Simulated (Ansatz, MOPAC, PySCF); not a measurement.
Isomers of C2H4Si. All species are isolated molecules in the gas phase. Strings in code marks are SMILES.

Quantity: vertical ionisation energy (energy after one electron is removed minus that of the parent at the parent's geometry), in eV.

Level 1: frozen-core CCSD(T)/cc-pVTZ // B3LYP-D3(BJ)/def2-TZVP (Ansatz, an electronic-structure program)
Level 2: PBE-D3(BJ)/def2-TZVP // B3LYP-D3(BJ)/def2-TZVP (PySCF)
Level 3: minus the HOMO energy of PM7 // B3LYP-D3(BJ)/def2-TZVP (MOPAC)
Level 4: HF/cc-pVTZ // B3LYP-D3(BJ)/def2-TZVP (Ansatz)

```json
[
 {"species": "`C#C[SiH3]`", "level 1": "10.93", "level 2": "10.44", "level 3": "11.26", "level 4": "9.45"},
 {"species": "`C1=C[SiH2]1`", "level 1": "9.79", "level 2": "9.70", "level 3": "10.31", "level 4": "8.95"}
]
```
